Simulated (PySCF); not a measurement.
H8O2Si2Sn, singlet, at a GFN2-xTB geometry (such geometries of metal compounds can be far from the true shape) (core potentials on Sn); DF-PBE0/def2-TZVPD (PySCF).

The PySCF input:
```python
from pyscf import gto, scf, dft

mol = gto.Mole()
mol.atom = '''
    O    -0.141836   -0.932101    1.797989
    Sn   -0.001635   -0.038326   -0.008336
    O    -0.037218   -1.759024   -1.123889
    Si    2.505333    0.632521   -0.005398
    Si   -2.409783    0.896736   -0.256158
    H    -0.190322   -1.882765    1.746697
    H     0.015186   -1.683908   -2.071902
    H     3.350184   -0.527656    0.270215
    H     2.711838    1.672933    1.001161
    H     2.852578    1.186153   -1.320055
    H    -2.560627    1.477142   -1.596227
    H    -2.604933    1.958738    0.729908
    H    -3.397423   -0.164936   -0.074036
'''
mol.basis = 'def2-tzvpd'
mol.ecp = {'Sn': 'def2-tzvpd'}
mol.charge = 0
mol.spin = 0
mol.verbose = 4
mol.max_memory = 1800
mol.build()

mf = dft.RKS(mol)
mf.xc = 'pbe0'
mf = mf.density_fit(auxbasis='def2-universal-jkfit')
mf.kernel()
```

It wrote (shortened):

```
PySCF version 2.14.0

[INPUT] verbose = 4
[INPUT] num. atoms = 13
[INPUT] num. electrons = 74
[INPUT] charge = 0
[INPUT] spin (= nelec alpha-beta = 2S) = 0
[INPUT] symmetry False subgroup None
[INPUT] Mole.unit = angstrom
[INPUT] Symbol           X                Y                Z      unit          X                Y                Z       unit  Magmom
[...]
nuclear repulsion = 417.452096142537
number of shells = 116
number of NR pGTOs = 433
number of NR cGTOs = 294
basis = def2-tzvpd
ecp = {'Sn': 'def2-tzvpd'}

******** <class 'pyscf.df.df_jk.DFRKS'> ********
method = DFRKS
initial guess = minao
damping factor = 0
level_shift factor = 0
DIIS = <class 'pyscf.scf.diis.CDIIS'>
diis_start_cycle = 1
diis_space = 8
diis_damp = 0
SCF conv_tol = 1e-09
SCF conv_tol_grad = None
SCF max_cycles = 50
direct_scf = False
XC library pyscf.dft.libxc version 7.1.2
    S. Lehtola, C. Steigemann, M. J. T. Oliveira, and M. A. L. Marques,  SoftwareX 7, 1–5 (2018)
XC functionals = pbe0
    C. Adamo and V. Barone,  J. Chem. Phys. 110, 6158 (1999)
    M. Ernzerhof and G. E. Scuseria,  J. Chem. Phys. 110, 5029 (1999)
radial grids:
    Treutler-Ahlrichs [JCP 102, 346 (1995); DOI:10.1063/1.469408] (M4) radial grids

becke partition: Becke, JCP 88, 2547 (1988); DOI:10.1063/1.454033
pruning grids: <function nwchem_prune>
grids dens level: 3
symmetrized grids: False
atomic radii adjust function: <function treutler_atomic_radii_adjust>
small_rho_cutoff = 0
Set gradient conv threshold to 3.16228e-05
Initial guess from minao.
tot grids = 166952
******** <class 'pyscf.df.df.DF'> ********
auxbasis = def2-universal-jkfit
init E= -911.095185344287
[...]
cycle= 1 E= -946.222395038678  delta_E= -35.1  |g|= 3.06  |ddm|= 32.5
[...]
cycle= 2 E= -910.754293769912  delta_E= 35.5  |g|= 13.2  |ddm|=  133
[...]
cycle= 3 E= -947.965687328739  delta_E= -37.2  |g|= 1.28  |ddm|=  133
[...]
cycle= 4 E= -948.21527495824  delta_E= -0.25  |g|= 0.425  |ddm|= 1.41
[...]
cycle= 5 E= -948.2423997037  delta_E= -0.0271  |g|= 0.282  |ddm|= 0.468
[...]
cycle= 6 E= -948.256294153449  delta_E= -0.0139  |g|= 0.0389  |ddm|= 0.234
[...]
cycle= 7 E= -948.256691882865  delta_E= -0.000398  |g|= 0.0131  |ddm|= 0.0465
[...]
cycle= 8 E= -948.256723827257  delta_E= -3.19e-05  |g|= 0.00413  |ddm|= 0.0116
[...]
cycle= 9 E= -948.256726227698  delta_E= -2.4e-06  |g|= 0.00212  |ddm|= 0.00379
[...]
cycle= 10 E= -948.2567270593  delta_E= -8.32e-07  |g|= 0.000317  |ddm|= 0.00166
[...]
cycle= 11 E= -948.256727080594  delta_E= -2.13e-08  |g|= 4.53e-05  |ddm|= 0.000357
[...]
cycle= 12 E= -948.256727081204  delta_E= -6.1e-10  |g|= 1.12e-05  |ddm|= 7.39e-05
[...]
Extra cycle  E= -948.256727081215  delta_E= -1.11e-11  |g|= 1.13e-05  |ddm|= 2.91e-05
converged SCF energy = -948.256727081215
```
